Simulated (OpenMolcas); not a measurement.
**What dynamic correlation does to the levels of Cu**

```yaml
Program: OpenMolcas 26.06
Basis: ANO-RCC-VDZP [5s4p2d1f]
Scalar_Hamiltonian: DKH2, point nucleus
Active_space: 11 electrons in 9 orbitals (RAS2 3d 4s; RAS3 4p, at most 2 electrons)
State_averaging: 2S+1 = 2 even, 6 roots; 2S+1 = 2 odd, 7 roots; 2S+1 = 4 odd, 15 roots kept (CI in the orbitals of an earlier block)
Spin-orbit_coupling: RASSI with atomic mean-field integrals over the reference wave functions, term energies averaged over their components
```

Methods on the same reference wave functions:
A. RASSCF
B. SS-RASPT2, IPEA 0.25 Eh, imaginary shift 0.1 Eh (closed shells correlated: 3s 3p)

Energies in cm-1 above 3d10 4s 2S 1/2, the measured ground level; measured values from NIST Handbook of Basic Atomic Spectroscopic Data.

```tsv
Level	A	B	Measured
3d9 4s2 2D 5/2	-23470	16460	11203
3d9 4s2 2D 3/2	-21444	18480	13245
3d10 4s 2S 1/2	0.0	0.0	0.0
```

A puts 3d9 4s2 2D 5/2 lowest.

Deviations, from unrounded energies. A percentage is the sum of absolute deviations over the sum of measured energies, with the sign that they share, or ± where signs differ.

```tsv
Against measurement	Levels	A	B
mean absolute deviation (cm-1)	2	35000	5200
other configurations (%)	2	-283.7	+42.9
```

B lies closest to measurement on these levels. The largest miss of B in the table is 3d9 4s2 2D 5/2, by +5300 cm-1. The ranking rests on the paired levels alone, and a cruder setting can come out closer through cancelling errors.

The lowest spin-free term lies below A's lowest term by 0.646 hartree in B.

Over all roots computed the reference weight is 0.80 to 0.93 in B; the roots of lowest weight are the least certain, and an intruder state may touch them. A single d shell beside an s shell can misplace configurations of different d count against each other. No level of 3d10 4p was computed, though it lies in the active space. Without dynamic correlation excited terms often stand tens of per cent too high (terms of higher spin than the ground term too low), and those without a measured partner can miss by more than the paired ones (holds for A). The lowest computed level is not the ground level that NIST lists (2S1/2) (holds for A). Measured partners are found by configuration, term and J. A level has none where our copy of the source lacks it or the pairing is in doubt (some pairs that miss far off the trend of their configuration count as doubtful), and it then counts in no deviation. Only configurations of the active space appear. Levels that lie high or do not pair safely by name in every column are left out.
